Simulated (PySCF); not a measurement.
Compound: C₅H₁₂Si.
Atom-mapped SMILES: `[CH3:1][SiH2:2][CH:3]1[CH2:4][CH2:5][CH2:6]1` (hydrogens: H7, H8, H9 on C1; H10, H11 on Si2; H12 on C3; H13, H14 on C4; H15, H16 on C5; H17, H18 on C6)

The calculation used core-valence-separated Tamm–Dancoff BHandHLYP/aug-pcX-1 (pcseg-1 on H, def2-SVPD on Si) in PySCF, non-relativistic, gas phase, PBE0-D3(BJ)/def2-SVP geometry.

Computed carbon K-edge spectrum, Gaussian lines of 0.4 eV full width, highest printed point 100; it ends one width below the last computed root. The energies are unshifted.

```tsv
photon energy (eV)	absorption
284.5	0
284.6	0
284.7	0
284.8	1
284.9	2
285.0	4
285.1	8
285.2	13
285.3	20
285.4	29
285.5	41
285.6	57
285.7	79
285.8	98
285.9	100
286.0	85
286.1	68
286.2	62
286.3	64
286.4	60
286.5	50
```

Assign the maxima to core holes.

2 maxima:
- 285.9 eV: C1 (Si-methyl carbon), 285.80 eV, f = 0.059, sum of 2, 39 % of the height at the exact maximum; C4 + C6 (four-membered-ring carbon), 285.93 eV, f = 0.059, sum of 2, 38 % of the height at the exact maximum
- 286.3 eV: C4/C6 (four-membered-ring carbon), 286.33 eV, f = 0.029, sum of 2, 32 % of the height at the exact maximum; C1 (Si-methyl carbon), 286.33 eV, f = 0.017, 18 % of the height at the exact maximum; C3 (sp3 carbon bound to silicon), 286.39 eV, f = 0.017, 16 % of the height at the exact maximum; C3 (sp3 carbon bound to silicon), 286.32 eV, f = 0.012, 13 % of the height at the exact maximum

Further lines of some strength in the range: C3, 285.30 eV, f = 0.016; C5, 285.53 eV, f = 0.011; C4/C6, 285.57 eV, f = 0.023, sum of 2; C3, 285.84 eV, f = 0.012; C5, 285.90 eV, f = 0.009.

Roots within 0.03 eV on the same or equivalent atoms count as one line; shares under 12 % aren't listed.

Vibrational structure and lifetime widths aren't in the curve. The ionisation threshold wasn't computed; near and above it a finite basis only mimics Rydberg series and continuum.

The values belong to the conformer `[CH3:1][SiH2:2][CH:3]1[CH2:4][CH2:5][CH2:6]1`: C1–Si2–C3–C4 168°.
